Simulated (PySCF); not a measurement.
Bonds (- single, = double, # triple, : aromatic): Si1-C2 1.892 Å, C2-C3 1.511 Å, C3-Cl4 1.796 Å. Si1 carries H5, H6, H7; C2 carries H8, H9; C3 carries H10, H11.

Geometry: PBE0-D3(BJ)/def2-SVP; GIAO shifts from PySCF 2.14, gas phase, non-relativistic, averaged over equivalent atoms.

At PBE0/pcSseg-1 (117 basis functions, 10 s wall time on 1 thread of an Arm Neoverse V2, shared host):
```json
{"atoms": "Si1", "δ (ppm)": "-68.6"}
{"atoms": "C3", "δ (ppm)": "47.9"}
{"atoms": "C2", "δ (ppm)": "16.0"}
{"atoms": "Cl4", "δ (ppm)": "139.8"}
{"atoms": "H5/H6/H7", "δ (ppm)": "3.83"}
{"atoms": "H10/H11", "δ (ppm)": "3.38"}
{"atoms": "H8/H9", "δ (ppm)": "1.19"}
```

References, each an isolated molecule treated in the same way: $^{29}$Si (351.99 ppm), $^{13}$C (184.41 ppm), $^{1}$H (31.27 ppm) vs TMS; $^{35}$Cl (943.27 ppm) vs HCl.

What do these become at HF/pcSseg-2?

## Answers


| atoms | δ at HF/pcSseg-2 | change |
| --- | --- | --- |
| Si1 | -60.1 | +8.5 |
| C3 | 44.1 | -3.8 |
| C2 | 15.5 | -0.5 |
| Cl4 | 81.1 | -58.7 |
| H5/H6/H7 | 3.66 | -0.17 |
| H10/H11 | 3.34 | -0.04 |
| H8/H9 | 1.15 | -0.04 |

Referencing at the same level of theory: $^{29}$Si (σref 382.96) and $^{13}$C (σref 191.47) and $^{1}$H (σref 31.68) vs TMS; $^{35}$Cl (σref 944.88) against HCl.

The largest change is at Cl4 (chlorine bonded to C). Cost: 256 basis functions, 14 s wall time on 1 thread of an Arm Neoverse V2, shared host.

Carbons that carry Cl, above all several Cl atoms, come out too deshielded, partly because spin–orbit coupling is missing.
